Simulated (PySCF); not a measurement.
# Relaxation of triplet Cu(OH)₃

Method: UPBE0 in PySCF with Cu def2-SVP, O def2-SVP, H def2-SVP; no relativity; density-fitted integrals. A (50,194) grid was used.

A hand-made trigonal planar (heavy-atom frame) start, of C3h symmetry, held to at least that symmetry:

```xyz
7
charge 0 multiplicity 3, angstrom
Cu    0.0000    0.0000    0.0000
O     1.7500    0.0000    0.0000
O    -0.8750    1.5155    0.0000
O    -0.8750   -1.5155    0.0000
H     2.3671   -0.7354    0.0000
H    -0.5467    2.4176    0.0000
H    -1.8204   -1.6822    0.0000
```

**Question.** What does it relax to?

**Answer.** It ends at C3h with Cu–O 1.811 Å (×3), O–H 0.967 Å (×3); Cu–O–H 115.4° (×3), O–Cu–O 120.0° (×3). A frequency run shows 3 imaginary modes, down to 482i cm⁻¹, so it is a higher-order saddle point.

**Question.** How much energy is released, and in how many steps?

**Answer.** 16.3 kJ/mol in 7 steps.

Other spin states or occupations of the open shell can lie lower. At this level a singlet minimum of C1 symmetry lies 67 kJ/mol below this structure.
